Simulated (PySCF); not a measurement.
B3LYP has the VWN-RPA correlation part, as in Gaussian. 

Cartesian coordinates (Å):
```xyz
10

Zr     0.0064     0.0327     0.0106
C     -0.7596     1.7138     1.9370
N      0.4462     1.1638     1.9134
N     -1.5267     1.3191     0.9153
H     -1.1031     2.4294     2.7186
H      1.1199     1.3936     2.6458
H     -2.4796     1.6708     0.8122
Br     0.5863    -2.2145     0.9588
Br     1.8658     1.0524    -1.3226
Br    -1.7009    -0.5505    -1.7644
```
Charge 0, spin multiplicity 1.

Q: Predict the HOMO, total energy and HOMO–LUMO gap from B3LYP-D3(BJ)/def2-TZVP // BP86-D3(BJ)/def2-SVP run with PySCF.

A: 
```
Property               Value
-------------  -------------
HOMO                -7.59 eV
total energy   -7919.4225 Ha
HOMO–LUMO gap        4.99 eV
```
